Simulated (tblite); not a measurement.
Species: C3H8NO2Si2 (doublet state).
Z-matrix (Å and degrees, GFN2-xTB geometry), rows numbered from 1:
```
N 
C   1  1.3497
O   2  1.2165  1  122.16
Si  2  1.9101  1  115.95  3   179.61
C   4  1.9207  2  115.90  1   -96.82
C   5  1.4798  4  105.96  2   133.37
Si  6  1.8468  5  115.02  4   -15.15
O   4  1.6287  2  107.06  1    12.40
H   1  1.0043  2  119.93  3   174.25
H   1  1.0093  2  120.01  3     3.97
H   4  1.4603  2  112.08  1   133.49
H   5  1.0918  4  115.44  2  -102.87
H   5  1.0976  4  109.22  2    15.43
H   6  1.0789  5  118.33  4   161.58
H   7  1.4605  6  115.51  5   116.86
H   7  1.4633  6  118.23  5  -104.49
```

Computed geometry: GFN2-xTB, gas phase. This method treats the open shell by occupation alone, without spin polarisation.

Take the most abundant isotopes and a rigid rotor. The values belong to one conformer with, in the numbering `[NH2:1][C:2](=[O:3])[Si@H:4]1[CH2:5][CH:6][SiH2:7][O:8]1`, H–N1–C2–O3 174° and 4°, N1–C2–Si4–C5 -97°, C2–Si4–C5–C6 133°, Si4–C5–C6–Si7 -15°, C5–C6–Si7–O8 5°, C6–Si7–O8–Si4 11°.

(1) What are A, B and C (MHz)?

(2) Classify the top.

(3) Is it planar, by Δ = Ic − Ia − Ib?

(4) Give the other two planar moments, Paa and Pbb, and the rms extents of the mass along the axes.

(5) Estimate the classical rotational partition function at 10 K, 50 K and 200 K.

Answers

(1) Ia = 167.92, Ib = 533.57, Ic = 622.18 u·Å²; 505379 MHz·u·Å²/I gives A = 3010, B = 947.2, C = 812.3 MHz.

(2) An asymmetric top. Ray's parameter κ = (2B − A − C)/(A − C) = -0.877; −1 is the prolate and +1 the oblate limit.

(3) Not planar: Δ = Ic − Ia − Ib = -79.31 u·Å². For a rigid frame Δ = −2 Σ m c², so Σ m c² = 39.66 u·Å² lies off the ab plane: 11.24 from hydrogen and 28.41 from heavier atoms. The atom farthest from that plane is 2.01 Å away.

(4) Paa = Σ m a² = (Ib + Ic − Ia)/2 = 493.91 and Pbb = Σ m b² = (Ia + Ic − Ib)/2 = 128.27 u·Å². With the mass M = 146.01 u, the rms extents √(P/M) along a, b and c are 1.84, 0.94, 0.52 Å.

(5) Point group C1, symmetry number σ = 1; q = (√π/σ)·√((kT/h)³/(ABC)), k/h = 20836.6 MHz/K: 3500 at 10 K, 39200 at 50 K, 313000 at 200 K.

For this open shell read J as N, the rotation without spin; fine and hyperfine splittings come on top. Its GFN2-xTB frequencies are all real (lowest 34 cm⁻¹). No vibrational averaging or centrifugal distortion is included, and the geometry carries the error of its method.
